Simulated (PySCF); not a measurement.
# `C[C@@H]1O[C@@H]1OC=O`, C$_{4}$H$_{6}$O$_{3}$

Molfile (atoms numbered from 1):
```
C4H6O3
     RDKit          3D

 13 13  0  0  0  0  0  0  0  0999 V2000
   -1.7823    0.1801    0.7284 C   0  0  0  0  0  0  0  0  0  0  0  0
   -1.0700   -0.0862   -0.5698 C   0  0  2  0  0  0  0  0  0  0  0  0
   -0.4435   -1.3383   -0.7413 O   0  0  0  0  0  0  0  0  0  0  0  0
    0.3865   -0.2462   -0.6221 C   0  0  2  0  0  0  0  0  0  0  0  0
    1.1080   -0.1527    0.5811 O   0  0  0  0  0  0  0  0  0  0  0  0
    2.4055    0.1203    0.5044 C   0  0  0  0  0  0  0  0  0  0  0  0
    3.0375    0.3386   -0.4826 O   0  0  0  0  0  0  0  0  0  0  0  0
   -1.8921    1.2525    0.8708 H   0  0  0  0  0  0  0  0  0  0  0  0
   -2.7686   -0.2772    0.7098 H   0  0  0  0  0  0  0  0  0  0  0  0
   -1.2141   -0.2366    1.5552 H   0  0  0  0  0  0  0  0  0  0  0  0
   -1.5612    0.2853   -1.4666 H   0  0  0  0  0  0  0  0  0  0  0  0
    0.9769    0.0309   -1.4917 H   0  0  0  0  0  0  0  0  0  0  0  0
    2.8129    0.1299    1.5281 H   0  0  0  0  0  0  0  0  0  0  0  0
  1  2  1  0
  2  3  1  0
  3  4  1  0
  4  5  1  0
  5  6  1  0
  6  7  2  0
  4  2  1  0
  1  8  1  0
  1  9  1  0
  1 10  1  0
  2 11  1  6
  4 12  1  6
  6 13  1  0
M  END
```

Theory: GIAO X3LYP/6-31G* magnetisability, rotational g tensor and spin-rotation constants, non-relativistic, gas phase (PySCF 2.14.0). Geometry: GFN2-xTB.

Question: Give the nuclear spin-rotation constants along the inertial axes (H = +C I·J) beside the isotropic shieldings.

Answer: Rotational constants 6.9185, 1.6277, 1.4593 GHz. A star marks the isotopologue with that one atom substituted, in its own axes.
| atom | isotope | Caa (kHz) | Cbb (kHz) | Ccc (kHz) | mean (kHz) | σ (ppm) |
| --- | --- | --- | --- | --- | --- | --- |
| H8 | 1H | -0.815 | -0.104 | -0.048 | -0.322 | 31.3 |
| H9 | 1H | 0.136 | -0.187 | -0.160 | -0.070 | 30.9 |
| H10 | 1H | -0.590 | -0.142 | -0.059 | -0.263 | 31.3 |
| H11 | 1H | -0.458 | -0.135 | -0.052 | -0.215 | 29.6 |
| H12 | 1H | -0.282 | -0.062 | -0.076 | -0.140 | 26.4 |
| H13 | 1H | -0.429 | 0.023 | -0.071 | -0.159 | 24.3 |
| C1 | 13C* | 0.990 | 0.190 | 0.177 | 0.453 | 177.6 |
| C2 | 13C* | 1.780 | 0.211 | 0.214 | 0.735 | 143.8 |
| O3 | 17O* | -0.461 | -0.148 | -0.178 | -0.262 | 282.1 |
| C4 | 13C* | 2.010 | 0.258 | 0.260 | 0.843 | 122.9 |
| O5 | 17O* | -1.340 | -0.440 | -0.271 | -0.683 | 132.1 |
| C6 | 13C* | 2.896 | 0.499 | 0.376 | 1.257 | 43.5 |
| O7 | 17O* | -3.959 | -0.549 | -0.285 | -1.597 | -55.0 |

For the geometry as given, no vibrational averaging.
